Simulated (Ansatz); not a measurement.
## Relative stability

The two ends of one reaction step of SiH4OF2, singlet (PBE0-D4/def2-TZVP).

A:

```xyz
8
angstrom
Si -0.5789 1.0346 0.0004
H 0.5444 -3.2888 -0.0097
F -0.6287 1.9409 -1.2974
F -0.6185 2.0402 1.2232
H -1.7378 0.1433 0.0403
H 0.6298 -2.5467 0.0038
O 0.7615 0.1338 0.0304
H 1.6282 0.5425 0.0090
```

B:

Si1  (-1.134, 0.059, -0.105)
H2  (-0.955, -1.299, 0.427)
F3  (-0.390, 0.227, -1.502)
F4  (-0.566, 1.148, 0.907)
H5  (-2.549, 0.412, -0.343)
H6  (1.994, -0.290, -0.564)
O7  (1.713, -0.520, 0.326)
H8  (1.886, 0.263, 0.855)
(Å)

Ansatz 0.2.0; basis: def2-TZVPP; cores frozen in the correlated methods. B3LYP uses VWN-RPA correlation.

Problem. Which structure is lower at CCSD(T), and by how much? (To be estimated.)

Solution. The calculation gives: A, by 0.931 eV (electronic energy, against the other). By their contacts, A is a complex of SiH₂OF₂ ([OH][SiH]([F])[F]) + H₂ and B is a complex of SiH₂F₂ ([F][SiH2][F]) + H₂O.

All methods give the same order:

```csv
method,E(B) − E(A) (eV)
SPW92,0.848
PBE-D4,0.864
BLYP-D4,0.923
r2SCAN-D4,0.961
B97M-V,0.943
PBE0-D4,0.877
B3LYP-D4,0.926
r2SCAN0-D4,0.953
BHLYP-D4,0.936
CAM-B3LYP-D4,0.934
wB97X-V,0.904
wB97M-V,0.920
B2PLYP,0.954
PBE-QIDH,0.932
RPA on PBE,0.894
HF,0.966
MP2,0.984
CCSD,0.923
CCSD(T),0.931
```

T1 diagnostic: at most 0.012.

Labels in which every atom is bracketed show which atoms are joined, not bond orders.

For scale, one of the runs: CCSD(T)/def2-TZVPP, 191 basis functions, launched by `ansatz run in.yaml --threads 4 --pin off --events-out ev --progress --plain --max-ram 9574MiB`. Time: 49 s of wall clock on 4 CPU threads of an Arm Neoverse V2; the host was shared. Peak host memory: 2.2 GiB.
